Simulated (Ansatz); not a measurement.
## Abstraction of H: C2H6OSi + C4H7 → C2H5OSi + C4H8

Species: C2H6OSi `C=C[SiH2]O`, singlet; C4H7 `[CH]1CCC1`, doublet; C2H5OSi `C=C[SiH]O`, doublet; C4H8 (cyclobutane) `C1CCC1`, singlet. A radical takes H: the energy is the difference in strength between the Si–H bond broken and the C–H bond made.

Shapes, held fixed at every level: PBE0-D4/def2-TZVP. Flexible molecules stand in one conformer, not always the lowest. Programs: Ansatz 0.2.0. The zero-point and thermal change to 298 K, harmonic and unscaled (PBE0-D4/def2-TZVP), is +13.9 kJ/mol.

| level | kind | ΔH(298 K) (kJ/mol) | less CCSD(T)/CBS estimate | CPU time (sum over the molecules) |
| --- | --- | --- | --- | --- |
| MP2/def2-SVP | perturbation theory | -26.5 | +2.4 | – |
| HF/def2-SVP | Hartree–Fock | -6.7 | +22.2 | – |
| r2SCAN-D4/def2-TZVPP | meta-GGA | -28.4 | +0.5 | 66 s |
| BHLYP-D4/def2-TZVPP | global hybrid | -19.6 | +9.3 | 45 s |
| r2SCAN0-D4/def2-TZVPP | global hybrid | -25.4 | +3.5 | 69 s |
| wB97M-V/def2-TZVPP | range-separated hybrid | -25.2 | +3.7 | 2.2 min |
| CCSD(T)/def2-SVP | coupled cluster or CI | -33.5 | -4.6 | 69 s |
| CCSD(T)/CBS estimate | coupled cluster or CI | -28.9 | 0.0 | 54 min |

The highest level, CCSD(T)/CBS estimate, gives ΔH(298 K) = -28.9 kJ/mol; the levels span -33.5 to -6.7. The column of differences is taken from that level and isn't an error. No measured value is set beside it here. Spin contamination: C2H5OSi (⟨S²⟩ up to 0.87). Open shells run unrestricted. The CBS estimate extrapolates MP2 from def2-TZVPP and def2-QZVPP and adds CCSD(T) − MP2 in the triple-zeta set, cores frozen. Times are processor times on shared x86 and Arm servers, and rough.
